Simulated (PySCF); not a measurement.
Compound: C5H11NOSi.
SMILES with atom numbers: `[CH2:1]=[C:2]([CH2:3][NH:4][CH:5]=[O:6])[SiH2:7][CH3:8]` (hydrogens: H9, H10 on C1; H11, H12 on C3; H13 on N4; H14 on C5; H15, H16 on Si7; H17, H18, H19 on C8)

Structure used (GFN2-xTB), in Å, numbered top down from 1:
```xyz
19
C5H11NOSi angstrom
C      0.0633   -2.4246   -0.6363
C      0.1262   -1.2730    0.0185
C     -1.1347   -0.6738    0.5871
N     -1.6286    0.3905   -0.2669
C     -1.8317    1.6444    0.1665
O     -1.6405    2.0393    1.2900
Si     1.7505   -0.3285    0.2845
C      1.5747    1.4911   -0.2194
H     -0.8609   -2.9728   -0.7585
H      0.9380   -2.8781   -1.0709
H     -0.9513   -0.2224    1.5645
H     -1.9130   -1.4409    0.6879
H     -1.7983    0.1550   -1.2317
H     -2.2081    2.3028   -0.6405
H      2.7791   -0.9856   -0.5330
H      2.0954   -0.4275    1.7088
H      1.2574    1.5994   -1.2536
H      2.5225    2.0102   -0.1112
H      0.8502    2.0035    0.4067
```

Mulliken charges (e) from the PBE0/pcSseg-1 density (PySCF), one withheld:

```tsv
atom	bonded to	charge
C1	C2 H9 H10	-0.0782
C2	C1 C3 Si7	-0.5599
C3	C2 N4 H11 H12	+0.0523
N4	C3 C5 H13	?
C5	N4 O6 H14	+0.4053
O6	C5	-0.4440
Si7	C2 C8 H15 H16	+0.7110
C8	Si7 H17 H18 H19	-0.6439
H9	C1	+0.1038
H10	C1	+0.1151
H11	C3	+0.1510
H12	C3	+0.1286
H13	N4	+0.1948
H14	C5	+0.0726
H15	Si7	-0.1071
H16	Si7	-0.0745
H17	C8	+0.1313
H18	C8	+0.1434
H19	C8	+0.1699
```

(1) What is the charge on N4?

(2) Add each hydrogen's charge to the atom that carries it.

(3) Across which bond do the charges differ most?

(4) Take the bonds between elements whose Pauling electronegativities differ by more than 0.25. In how many does the more electronegative atom carry the lower charge?

(5) How much positive and how much negative charge does this set hold in all?

## Answers

(1) The charges add up to the total charge, 0. The others sum to +0.4715, which leaves -0.4715 e for N4 (amide nitrogen); the computed value is -0.4716, the difference coming from rounding.

(2) C1 +0.1407, C3 +0.3319, N4 -0.2768, C5 +0.4779, Si7 +0.5294, C8 -0.1993. Atoms without hydrogen keep their charges.

(3) Si7–C8: +0.7110 on Si7 against -0.6439 on C8, a difference of 1.3549 e. The lower charge is on the more electronegative element of the two (Pauling values: C 2.55, Si 1.90).

(4) In 15 of 16; it doesn't in C5–H14.

(5) +2.3791 e on 12 atoms and -2.3792 e on 7.

The Mulliken scheme gives each basis function's population to the atom it is centred on and halves the overlap population of two atoms between them. Isolated species at its GFN2-xTB geometry (one conformer only).
